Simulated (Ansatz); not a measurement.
Basis sets compared for the cluster Ge4O5 (the lowest singlet isomer of a short search). The state is a singlet with charge 0. Geometry PBE-D4/def2-SVP. Ansatz on 4 threads of Arm Neoverse V2 on a shared host; times are rough, and most runs start from earlier orbitals.

```xyz
9

Ge    2.1662    2.2858   -0.9748
Ge   -0.9771   -1.2285    2.2776
Ge   -1.8816   -1.7719   -0.9894
Ge    0.4283    0.4438   -0.1934
O    -0.6133   -0.4862   -1.2911
O    -1.8361   -1.9143    0.8256
O     0.3769    2.2382   -0.4781
O     2.1805    0.4526   -0.6760
O     0.1561   -0.0195    1.4996
```

The structure comes from a short search, and lower isomers may exist.

Binding counts from free atoms (Ge triplet, O triplet) in the same basis, without a counterpoise term.

```tsv
level	functions	energy (Eh)	HOMO (eV)	LUMO (eV)	binding per atom (eV)	wall time
PBE-D4/def2-SVP	198	-8681.4562	-6.45	-3.15	4.59	3.7 s
PBE0-D4/def2-SVP	198	-8681.6235	-7.54	-2.39	4.29	7.5 s
```

(1) Estimate the rows for PBE-D4/def2-TZVP (with forces), PBE0-D4/def2-TZVP.

Results:

(1) 
```json
{"level": "PBE-D4/def2-TZVP (with forces)", "functions": "347", "energy (Eh)": "-8682.9732", "HOMO (eV)": "-6.49", "LUMO (eV)": "-3.18", "binding per atom (eV)": "4.59", "wall time": "9 s"}
{"level": "PBE0-D4/def2-TZVP", "functions": "347", "energy (Eh)": "-8683.1421", "HOMO (eV)": "-7.55", "LUMO (eV)": "-2.40", "binding per atom (eV)": "4.32", "wall time": "27 s"}
```
